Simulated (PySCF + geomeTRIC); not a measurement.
Species: C₃H₄O, SMILES `C=C1CO1` (charge 0, multiplicity 1).

Task: Give a relaxed geometry from PBE-D3(BJ)/def2-TZVP run with PySCF + geomeTRIC.

Result: the end point of this relaxation (outside a Z-matrix the atoms follow the SMILES, hydrogens last).
Z-matrix (Å, degrees):
```
C
C 1 1.3245
O 1 1.3615 2 139.52
H 2 1.0874 1 119.77 3 -179.99
H 2 1.0889 4 119.26 1 -180.00
C 1 1.4384 2 156.12 4 0.01
H 6 1.0936 1 120.40 2 -80.40
H 6 1.0936 7 116.55 3 135.98
```
